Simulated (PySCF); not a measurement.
Two species compared at the same levels of theory.

First species: C4H11F3OSi2.
SMILES with atom numbers: `[CH3:1][O:2][CH2:3][C:4]([SiH3:5])([SiH3:6])[C:7]([F:8])([F:9])[F:10]` (hydrogens: H11, H12, H13 on C1; H14, H15 on C3; H16, H17, H18 on Si5; H19, H20, H21 on Si6)

Second species: C₆H₄FNS.
SMILES: `Fc1cc2sccc2[nH]1`

Levels: PBE0/pcSseg-1 for dipole moment, HOMO energy, LUMO energy and HOMO–LUMO gap; GFN2-xTB for rotational constant A and rotational constant C. Geometries: GFN2-xTB. Each structure is a single optimised conformer of the isolated species, non-relativistic unless stated. Electronic properties by PySCF.

The conformers computed, where there is a choice (atom-mapped SMILES and torsion angles):
- `[CH3:1][O:2][CH2:3][C:4]([SiH3:5])([SiH3:6])[C:7]([F:8])([F:9])[F:10]`: C1–O2–C3–C4 173°, O2–C3–C4–Si5 -26°, C3–C4–C7–F8 -174°

Task: Which of the two has the higher rotational constant A, and by how much?

Result: The second: 3.966 GHz against 1.167 GHz, a difference of 2.799 GHz.

Task: Which of the two has the higher dipole moment, and by how much?

Result: The first: 3.48 D against 2.15 D, a difference of 1.33 D.

Task: Which has the higher rotational constant C?

Result: The second: 0.805 GHz against 0.713 GHz, a difference of 0.092 GHz.

Task: Which of the two has the higher HOMO–LUMO gap, and by how much?

Result: The first: 8.49 eV against 5.69 eV, a difference of 2.80 eV.

Task: Which of the two has the higher LUMO energy, and by how much?

Result: The first: 0.44 eV against -0.19 eV, a difference of 0.63 eV.

Task: Which has the higher HOMO energy?

Result: The second: -5.88 eV against -8.05 eV, a difference of 2.17 eV.

On the first: In atomic units the dipole is 1.37 e·bohr (1 au = 2.5417 D).

On the second: A dipole of 2.15 D is allowed in Cs, and pure rotational transitions are dipole-allowed. In atomic units the dipole is 0.85 e·bohr (1 au = 2.5417 D).
